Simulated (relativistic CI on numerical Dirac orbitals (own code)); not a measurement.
# Crystal-field levels of Fe⁵⁺, 3d3

Calculated by Dirac-Coulomb-Breit CI, separate exchange-only KLI orbitals for each configuration, QED by a radiative potential, valence Slater integrals scaled by 0.7, one configuration in a parametric crystal field (own radial code).

Field parameters in Wybourne normalisation: Oh B⁴₀ = 21Dq, B⁴₄ = √(5/14) B⁴₀. The field is a parameter set, without covalency.

S is read from ⟨S²⟩ = S(S + 1).

Site symmetry Oh; labels are those of the double group. Computed levels in cm⁻¹ above the lowest, in rising order:

```tsv
Δ (size of 10Dq)	Lowest	No. 2	No. 3	No. 4	No. 5	No. 6	No. 7	No. 8
5900	Γ8	5751 Γ7	5865 Γ8	6004 Γ8	6118 Γ6	9891 Γ7	9993 Γ8	10560 Γ8
10600	Γ8	10420 Γ7	10529 Γ8	10679 Γ8	10777 Γ6	17139 Γ7	17195 Γ8	17555 Γ8
15300	Γ8	15107 Γ7	15185 Γ8	15326 Γ8	15445 Γ6	19059 Γ8	19830 Γ8	20160 Γ6
20000	Γ8	18785 Γ8	19798 Γ7	19805 Γ8	19814 Γ6	20065 Γ8	20613 Γ8	20674 Γ6
24700	Γ8	19249 Γ8	20194 Γ8	20397 Γ6	24489 Γ7	24612 Γ8	24911 Γ6	24928 Γ8
29400	Γ8	19431 Γ8	20318 Γ8	20507 Γ6	29148 Γ7	29170 Γ8	29584 Γ8	29587 Γ6
34100	Γ8	19567 Γ8	20409 Γ8	20583 Γ6	30526 Γ8	30790 Γ7	33912 Γ7	34063 Γ8
38800	Γ8	19678 Γ8	20480 Γ8	20640 Γ6	31010 Γ8	31249 Γ7	38600 Γ7	38740 Γ8
43500	Γ8	19772 Γ8	20537 Γ8	20686 Γ6	31402 Γ8	31622 Γ7	43296 Γ7	43431 Γ8
```

Ground-state S against |10Dq| in cm⁻¹: 5900: 1.50, 10600: 1.50, 15300: 1.50, 20000: 1.50, 24700: 1.50, 29400: 1.50, 34100: 1.50, 38800: 1.50, 43500: 1.50.

No abrupt spin change occurs in this range.
